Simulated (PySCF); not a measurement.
A PySCF script (with the pyscf-properties extension) for the NMR shieldings of `c1cc(PC2CC2)cs1`, C₇H₉PS, on a GFN2-xTB geometry:

```python
import basis_set_exchange as bse
import numpy as np
from pyscf import gto, dft
from pyscf.prop import nmr

atoms = """
C     3.528440   -0.180726   -0.196161
C     2.503821   -0.887659    0.335085
C     1.270336   -0.180307    0.295514
P    -0.272610   -0.822292    1.016801
C    -1.452519   -0.178237   -0.236403
C    -2.923538   -0.291499    0.047999
C    -2.260112    1.043542    0.103207
C     1.413471    1.059507   -0.248886
S     3.029202    1.370963   -0.747078
H     4.553858   -0.472438   -0.308638
H     2.601002   -1.880691    0.737965
H    -0.139827   -2.092555    0.433885
H    -1.129966   -0.290653   -1.266966
H    -3.585170   -0.507931   -0.777289
H    -3.229865   -0.745146    0.979222
H    -2.463597    1.755562   -0.682993
H    -2.115098    1.494762    1.074207
H     0.663411    1.812116   -0.391122
"""
names = dict.fromkeys(["C", "P", "S", "H"], "pcSseg-1")
basis = {el: gto.basis.parse(bse.get_basis(n, elements=[el], fmt="nwchem")) for el, n in names.items()}
mol = gto.M(atom=atoms, basis=basis, charge=0, verbose=0)
mf = dft.RKS(mol, xc="PBE0")
mf.grids.level = 2
mf.grids.alignment = dft.numint.BLKSIZE   # the property module wants whole blocks of grid points
mf.conv_tol = 1e-9
mf.kernel()

calc = nmr.RKS(mf)   # GIAO
C = mf.mo_coeff
Co = C[:, mf.mo_occ > 0]
resp = mf.gen_response(singlet=True, hermi=2)
def vind(x):   # induced exchange potential for any number of trial vectors
    d = np.einsum("pi,xij,qj->xpq", C, 2 * x.reshape(-1, C.shape[1], Co.shape[1]), Co, optimize=True)
    return np.einsum("xpq,pi,qj->xij", resp(d - d.transpose(0, 2, 1)), C, Co, optimize=True).ravel()
mo1, _ = nmr.rhf.solve_mo1(calc, with_cphf=vind)
sigma = calc.kernel(mo1)
for i, s in enumerate(sigma):   # ppm
    w = np.linalg.eigvalsh((s + s.T) / 2)
    print("%2d %-2s iso %8.1f  s11 %8.1f  s22 %8.1f  s33 %8.1f" % (i, mol.atom_pure_symbol(i), w.mean(), *w))
```

Task: Give the expected output.

Result: 
```
 0 C  iso     52.6  s11    -35.3  s22     49.4  s33    143.6
 1 C  iso     53.7  s11    -28.2  s22     46.3  s33    142.8
 2 C  iso     44.0  s11    -28.1  s22     16.7  s33    143.4
 3 P  iso    392.0  s11    329.5  s22    410.8  s33    435.6
 4 C  iso    177.5  s11    139.1  s22    171.1  s33    222.2
 5 C  iso    183.1  s11    153.9  s22    179.9  s33    215.5
 6 C  iso    179.0  s11    145.8  s22    178.3  s33    213.0
 7 C  iso     54.5  s11    -33.7  s22     54.8  s33    142.5
 8 S  iso    261.4  s11    116.2  s22    274.8  s33    393.3
 9 H  iso     24.5  s11     21.5  s22     24.6  s33     27.4
10 H  iso     24.6  s11     20.8  s22     25.4  s33     27.6
11 H  iso     26.6  s11     20.3  s22     27.1  s33     32.3
12 H  iso     30.4  s11     23.7  s22     28.9  s33     38.5
13 H  iso     30.9  s11     24.9  s22     26.4  s33     41.5
14 H  iso     31.2  s11     24.7  s22     28.5  s33     40.6
15 H  iso     30.7  s11     25.5  s22     25.9  s33     40.8
16 H  iso     31.1  s11     26.2  s22     27.9  s33     39.3
17 H  iso     24.5  s11     19.3  s22     23.9  s33     30.1
```

These numbers come from an equivalent density-fitted implementation of the same equations, which agrees with the script to about 0.01 ppm for H and up to a few tenths of a ppm for heavy atoms, so last digits may differ.

Size and cost of the density-fitted run: 212 basis functions, about 2.2 core-minutes.
